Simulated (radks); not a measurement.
The numbers below are computed, except where a source is named.
Species: Ca XVII. Configuration: [He] 2s2. Code: a radial shooting solver on a logarithmic mesh with Libxc functionals. Model: scalar-relativistic Kohn-Sham, LB94 model potential, spin-polarised, spherical densities, finite nucleus; Fermi nuclear charge, rms radius 3.4776 fm. Some entries of the table are withheld. Estimate them.

| orbital | occ. | eigenvalue (eV) | <r^2> (bohr^2) |
|---|---|---|---|
| 1s | 2 | (1) | 0.007755 |
| 2s | 2 | (2) | (3) |
| 2p | 0 | (4) | (5) |
| 3s | 0 | (6) | 0.6339 |

Answer. 
(1) 1s eigenvalue (eV): -4879.652
(2) 2s eigenvalue (eV): -1079.501
(3) 2s <r^2> (bohr^2): 0.1219
(4) 2p eigenvalue (eV): -1038.820
(5) 2p <r^2> (bohr^2): 0.09183
(6) 3s eigenvalue (eV): -463.1427
